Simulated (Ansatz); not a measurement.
Species: ZnBr₂ (charge +1, doublet). The spin state was set by rule; other spins were not relaxed. 
Coordinates optimised at B3LYP-D3(BJ)/def2-TZVP (Ansatz, a program for electronic structure):
```xyz
3

Zn     0.0000     0.0000     0.0000
Br     0.0000     0.0000    -2.2704
Br     0.0000     0.0000     2.2704
```
Charge +1, spin multiplicity 2.

Basis-set convergence of Hartree-Fock and CCSD correlation energies (hartree) with Ansatz. Cores are frozen in the correlated levels unless marked. Open shells are spin-unrestricted. No spin-orbit coupling. Frozen are the shells of the preceding noble gas and the d and f shells that filled before the atom's block. Non-relativistic.

```
basis       functions        E(HF)  E(corr, CCSD)
----------  ---------  -----------  -------------
def2-SVP           95  -6921.52456       -0.50731
def2-TZVPP        160   (withheld)     (withheld)
```

Complete the blanks.


- def2-TZVPP, E(HF): -6922.40296
- def2-TZVPP, E(corr, CCSD): -0.75690
